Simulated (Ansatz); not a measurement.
Consider the ligand exchange at a B–C bond: `BC(B)(C)F` + `C#CS` → `BSC#C` + `BC(C)F`.

Computed with Ansatz on PBE0-D4/def2-TZVP structures; ΔE is electronic, products minus reactants. CCSD(T)/CBS is the MP2 limit (def2-TZVPP, def2-QZVPP) plus CCSD(T) − MP2 in def2-TZVPP, frozen cores. This one scheme is used for every species. Functionals use def2-TZVPP. Each species was taken in one conformer, which may not be the lowest.

`BC(B)(C)F`:

Cartesian coordinates in Å:
```
B 0.813 -1.081 1.029
C 0.596 -0.149 -0.140
B -0.834 -0.434 -0.739
C -0.149 1.190 0.006
F 1.594 -0.032 -1.092
H 1.655 -1.926 0.975
H 0.069 -1.010 1.961
H -1.740 -0.776 -0.047
H -0.911 -0.384 -1.927
H -0.408 1.433 1.032
H -1.127 1.212 -0.573
H 0.443 1.958 -0.485
```

`C#CS`:

Cartesian coordinates in Å:
```
C 0.466 -0.633 -0.972
C -0.002 -0.206 0.051
S -0.663 0.257 1.524
H 0.881 -0.999 -1.881
H -0.683 1.581 1.279
```

`BSC#C`:

Z-matrix (Å, degrees):
```
B
C 1 1.766
C 1 1.836 2 40.2
S 1 2.008 2 50.8 3 180.0
H 1 1.191 2 116.8 3 -85.7
H 1 1.191 2 116.8 3 85.7
H 3 1.067 1 131.1 2 -180.0
```

`BC(C)F`:

Cartesian coordinates in Å:
```
B 0.534 -0.011 1.351
C -0.491 -0.224 0.202
C 0.015 0.220 -1.163
F -0.937 -1.545 0.101
H 0.903 -0.914 2.039
H 0.940 1.099 1.538
H -1.379 0.383 0.452
H -0.757 0.054 -1.917
H 0.904 -0.343 -1.454
H 0.267 1.282 -1.148
```

Problem. Is it downhill or uphill in electronic energy at CCSD(T)/CBS, and by how much? (Best estimate.)

Solution. Computed: Downhill: ΔE = -14.3 kcal/mol.

Problem. What do these levels give: r2SCAN-D4, PBE0-D4, PBE, HF/def2-TZVPP, CCSD(T)/def2-TZVPP, MP2/CBS(def2)? (Estimate.)

Solution. Computed: r2SCAN-D4 -15.6, PBE0-D4 -15.0, PBE -15.4, HF/def2-TZVPP -9.7, CCSD(T)/def2-TZVPP -14.5, MP2/CBS(def2) -17.5 kcal/mol.

Largest T1 diagnostic among the species: 0.014.

In def2-TZVPP, CCSD(T) changes the Hartree–Fock value by −4.8 kcal/mol (the triples alone add −1.5 kcal/mol) and MP2 by −8.0 kcal/mol.
